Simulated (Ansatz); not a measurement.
Isolated molecules relaxed with PBE0-D4/def2-TZVP in Ansatz; ΔE leaves out vibrations. CBS: MP2 limit from def2 TZ/QZ plus the TZ coupled-cluster correction, frozen cores. This one scheme is used for every species, atoms too. DFT in def2-TZVPP. No spin–orbit coupling; open shells (•) take unrestricted orbitals. Spin–orbit coupling would lower the free atoms: a little for C, Cl, O, Si. Each species was taken in one conformer, which may not be the lowest.

`C[Si@@H](O)O[Si@H](O)Cl` → C• + Cl• + 7 H• + 3 O• + 2 Si•  (atomization)

`C[Si@@H](O)O[Si@H](O)Cl`:

Cartesian coordinates in Å:
```
C 0.406 -1.272 1.825
Si 0.870 -0.536 0.199
O 0.027 -1.337 -0.977
O 0.427 1.050 0.163
Si -0.621 1.844 -0.790
O -2.068 1.108 -0.869
Cl 0.214 1.934 -2.675
H 0.869 -0.716 2.644
H -0.678 -1.239 1.962
H 0.730 -2.313 1.888
H 2.324 -0.605 -0.087
H 0.388 -1.307 -1.865
H -0.832 3.210 -0.299
H -2.056 0.179 -1.120
```

CCSD(T)/CBS gives +5524.4 kJ/mol.

(1) Another level gave +5423.7 kJ/mol. Which?
A. B2PLYP/def2-TZVPP
B. SCS-MP2/def2-TZVPP
C. r2SCAN/def2-TZVPP
D. r2SCAN-D4/def2-TZVPP

Largest T1 diagnostic among the species: 0.012.

## Answers

(1) A. B2PLYP 5423.7, r2SCAN 5499.2, SCS-MP2/def2-TZVPP 5444.5, r2SCAN-D4 5509.2 kJ/mol.

From PBE to PBE0 (25 % exact exchange), in def2-TZVPP and without D4, ΔE moves by −81.8 kJ/mol: exact exchange takes away binding that semilocal exchange gives to molecules. In def2-TZVPP, CCSD(T) changes the Hartree–Fock value by +1321.9 kJ/mol (the triples alone add +77.8 kJ/mol) and MP2 by +1453.5 kJ/mol; breaking electron pairs costs correlation energy, which Hartree–Fock lacks.

For atomizations the MP2-based limit and the directly extrapolated one differ by several kJ/mol either way, and by 10 to 25 for some Ge, Se and Sn compounds, so smaller differences from it don't rank the levels.
